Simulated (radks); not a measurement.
Results of a calculation; reference values are marked as such.
Task: Valence configurations of Zr+ (all share [Kr]). Level of theory: scalar-relativistic Kohn-Sham, PBE, spin-unpolarised, spherical densities, finite nucleus; Fermi nuclear charge, rms radius 4.2694 fm (a radial shooting solver on a logarithmic mesh with Libxc functionals). Order these by energy: 4d2 5p1; 4d1 5s1 5p1; 4d2.5 5s0.5; 4d1 5p2; 4d2 5s0.5 5p0.5; 4d1.5 5s1.5; 4d2 5s1; 4d1.5 5s1 5p0.5; 4d1 5s2; 5s1 5p2.

Result: From the lowest, in eV above it: 4d2 5s1 0.000; 4d2.5 5s0.5 0.090; 4d1.5 5s1.5 0.138; 4d1 5s2 0.527; 4d2 5s0.5 5p0.5 1.849; 4d1.5 5s1 5p0.5 2.068; 4d2 5p1 3.716; 4d1 5s1 5p1 4.572; 4d1 5p2 8.684; 5s1 5p2 11.012. NIST lists [Kr] 4d2 5s1 as the ground configuration; this level of theory agrees among the configurations tried. The energies are those of spherical spin-averaged densities, not of single terms.
